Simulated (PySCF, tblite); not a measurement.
Isomers of C5H8NPS, one GFN2-xTB conformer each. Single-point energies are computed at PBE0/pcSseg-1 (PySCF, gas phase, no added dispersion term), electronic only.

| SMILES | GFN2-xTB relative energy (kcal/mol) |
| --- | --- |
| CSc1pccn1C | 0.0 |
| CN(C)c1cpcs1 | 11.1 |
| C/C=C\[P@H](=S)CC#N | 22.1 |

Conformers: `[CH3:1][S:2][c:3]1[p:4][cH:5][cH:6][n:7]1[CH3:8]` with C1–S2–C3–P4 0°; `[CH3:1]/[CH:2]=[CH:3]\[P@H:4](=[S:5])[CH2:6][C:7]#[N:8]` with C2–C3–P4–S5 56°, C3–P4–C6–C7 -49°.

**Question.** What does PBE0/pcSseg-1 give for the same structures?

**Answer.** 
```
             SMILES  PBE0/pcSseg-1 E (Eh)  PBE0/pcSseg-1 (kcal/mol)  GFN2-xTB (kcal/mol)  point group
         CSc1pccn1C            -989.00495                       0.0                  0.0           Cs
C/C=C\[P@H](=S)CC#N            -988.98902                      10.0                 22.1           C1
       CN(C)c1cpcs1            -988.98847                      10.3                 11.1           C1
```

Both levels put the same isomer lowest; measured from each level's own lowest isomer, the values differ by up to 12.1 kcal/mol (C/C=C\[P@H](=S)CC#N: 22.1 against 10.0). Neighbours under 2.5 kcal/mol apart (C/C=C\[P@H](=S)CC#N and CN(C)c1cpcs1) can change places with a better method, another conformer or zero-point energy.

**Question.** Which frontier levels, dipoles and rotational constants go with these structures?

**Answer.** 
```csv
SMILES,"HOMO (eV, PBE0/pcSseg-1)",LUMO (eV),dipole (D),"A, B, C (MHz)"
CSc1pccn1C,-5.61,-0.02,2.47,"2182, 1405, 864.0"
C/C=C\[P@H](=S)CC#N,-6.97,-1.32,2.00,"1719, 1134, 816.8"
CN(C)c1cpcs1,-5.70,-0.88,3.57,"2823, 1122, 813.3"
```

**Question.** What happens when harmonic zero-point energies from GFN2-xTB frequencies are added?

**Answer.** 
```
             SMILES  ZPE (kcal/mol)  electronic (kcal/mol)  with ZPE (kcal/mol)
         CSc1pccn1C            75.6                    0.0                  0.0
C/C=C\[P@H](=S)CC#N            72.6                   10.0                  7.0
       CN(C)c1cpcs1            75.5                   10.3                 10.3
```

The zero-point energies span 3.0 kcal/mol. The order is unchanged.
